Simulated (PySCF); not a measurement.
Compound: C6H11NOSi.
SMILES with atom numbers: `[CH2:1]=[CH:2][NH:3][C:4](=[O:5])[C@H:6]1[CH2:7][CH2:8][SiH2:9]1`

Structure used (GFN2-xTB), in Å, numbered top down from 1:
```xyz
20
C6H11NOSi angstrom
C      3.8906   -0.7364   -0.4332
C      2.8483    0.0797   -0.4690
N      1.5871   -0.2520   -0.0073
C      0.5023    0.5886   -0.0911
O      0.5883    1.7013   -0.5668
C     -0.7692   -0.0278    0.3809
C     -1.9159    0.9736    0.6122
C     -3.0148    0.3705   -0.2892
Si    -1.7794   -0.8736   -1.0370
H      3.8202   -1.7338   -0.0319
H      4.8485   -0.4278   -0.8058
H      2.8964    1.0819   -0.8687
H      1.4662   -1.1728    0.3890
H     -0.5837   -0.6726    1.2398
H     -1.6079    1.9575    0.2602
H     -2.2080    1.0538    1.6582
H     -3.4663    1.0926   -0.9654
H     -3.8207   -0.0792    0.2888
H     -2.0052   -2.3054   -0.8261
H     -1.2820   -0.6074   -2.3827
```

NICS is the negative of the GIAO shielding at a point without a nucleus: at the ring centre (0) and 1 Å above and below it (1); zz is the component along the ring normal. Level: GIAO PBE0/pcSseg-1 (PySCF, non-relativistic, gas phase) on the GFN2-xTB geometry, one conformer.

Ring bond lengths (Å), with Mayer bond orders in brackets: C6–C7 1.540 (0.99), C7–C8 1.544 (1.00), C8–Si9 1.906 (0.95), Si9–C6 1.936 (0.83).

Problem. Give the NICS values of each ring in ppm.

Solution. 
| ring | type | NICS(0) | NICS(1), two faces | NICS(1)zz, two faces | rms pucker (Å) | centre to ring atoms, mean (Å) |
| --- | --- | --- | --- | --- | --- | --- |
| C6–C7–C8–Si9 | 4-membered ring with Si; formal bonds all single | 0.8 | -0.4 / -0.2 | 5.3 / 6.6 | 0.06 | 1.22 |

Problem. What can be read from them?

Solution. 
- C6–C7–C8–Si9: mean NICS(1)zz 5.9 ppm, deshielded. C6, C7, C8, Si9 have four or more neighbours, so the value isn't read as a sign of a π ring current.

Problem. At the second NICS(1) probe listed for ring C6–C7–C8–Si9, 1 Å off the ring, how large is the induced field along the normal in 7.05 T applied along it?

Solution. NICSzz × B0 = 6.6 ppm × 7.05 T = 47 μT, along the applied field.

Problem. List the ring angles and the Hirshfeld charges of the ring atoms.

Solution. 
- C6–C7–C8–Si9: C6 90.3° (-0.122 e), C7 100.9° (-0.070 e), C8 91.3° (-0.159 e), Si9 76.4° (+0.359 e); sum 358.9° against 360° for a flat convex ring.

Problem. What are the shieldings of the ring atoms and their hydrogens in the same run (means over atoms taken as equivalent)?

Solution. 
```
atoms                  environment  σ isotropic (ppm)
   C6  sp3 carbon bound to silicon              152.8
   C7    four-membered-ring carbon              165.1
   C8  sp3 carbon bound to silicon              180.1
  Si9                 SiH2 silicon              372.1
  H14             methine hydrogen              29.26
  H15           methylene hydrogen              28.17
  H16           methylene hydrogen              29.48
  H17           methylene hydrogen              30.26
  H18           methylene hydrogen              30.17
  H19                Si–H hydrogen              26.74
  H20                Si–H hydrogen              27.00
```

Hardware: one thread, Arm Neoverse V1 (aarch64), shared host. Cost: 47 s wall, 1.0 GiB resident at most. This is the whole shielding run at PBE0/pcSseg-1, SCF included.
